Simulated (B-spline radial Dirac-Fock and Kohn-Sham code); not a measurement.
## Dipole and non-dipole photoemission parameters of Sc²⁺ 3d3/2

System: scandium as Sc²⁺ in the configuration [Ar] 3d1; threshold 23.01 eV (orbital energy of the model). The computed values come from a radial B-spline solver: Dirac-Hartree-Slater photoionisation with a Latter tail; cross sections with all multipoles, angular parameters from the dipole term and its interference with E2.

For linearly polarised light dσ/dΩ = σ/(4π) [1 + β P₂(cos θ) + (δ + γ cos²θ) sin θ cos φ], with θ from the polarisation vector and φ the angle between the beam and the projection of the electron momentum on the plane normal to the polarisation.

```tsv
hν (eV)	σ (kb)	β	γ	δ
54	495	0.779	0.013	0.012
60	418	0.844	0.017	0.013
62.6	387	0.870	0.020	0.013
72.8	288	0.957	0.025	0.015
78.8	244	0.999	0.030	0.015
82.6	219	1.024	0.032	0.016
105	125	1.139	0.049	0.018
108	116	1.151	0.051	0.019
109	114	1.155	0.052	0.019
116	97.2	1.178	0.060	0.020
127	77.0	1.211	0.069	0.021
150	49.3	1.254	0.092	0.023
160	41.2	1.265	0.103	0.024
233	13.8	1.280	0.164	0.030
323	5.02	1.236	0.224	0.037
400	2.54	1.183	0.267	0.043
501	1.21	1.111	0.315	0.052
510	1.14	1.105	0.319	0.052
960	0.124	0.860	0.455	0.090
1000	0.107	0.844	0.463	0.094
1253.6	0.0459	0.757	0.514	0.115
1370	0.0327	0.725	0.535	0.125
1486.9	0.0238	0.695	0.554	0.134
2470	0.00311	0.518	0.665	0.208
3850	0.000479	0.392	0.711	0.296
4040	0.000390	0.382	0.714	0.306
6000	?	?	?	?
11600	3.66e-06	0.200	0.789	0.650
12000	3.14e-06	0.194	0.786	0.665
```

Question: Give the values at 6000 eV.

Answer: σ = 7.09e-05 kb, β = 0.316, γ = 0.753, δ = 0.409.
